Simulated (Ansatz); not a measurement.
`C[SiH](C)[NH][AlH2]` + `S[SiH2][GaH2]` → `[AlH2][SiH2]S` + `C[SiH](C)[NH][GaH2]`  (redistribution)

Computed with Ansatz on PBE0-D4/def2-TZVP structures; ΔE is electronic, products minus reactants. CCSD(T)/CBS adds triple-zeta CCSD(T) − MP2 to the extrapolated MP2 energy (def2 sets, frozen cores). DFT in def2-TZVPP. For Ga outer-core shells are correlated without core-valence functions, which leaves a few kJ/mol of doubt a bond. Scalar relativity is left out up to krypton. Each species was taken in one conformer, which may not be the lowest.

```csv
level,ΔE (kJ/mol)
ωB97M-V,61.9
B2PLYP,58.2
```

Problem. What does CCSD(T)/CBS give? (Estimate.)

Solution. The calculation gave: +53.1 kJ/mol. The listed levels differ from it by 8.8, 5.1 kJ/mol.

Largest T1 diagnostic among the species: 0.013.
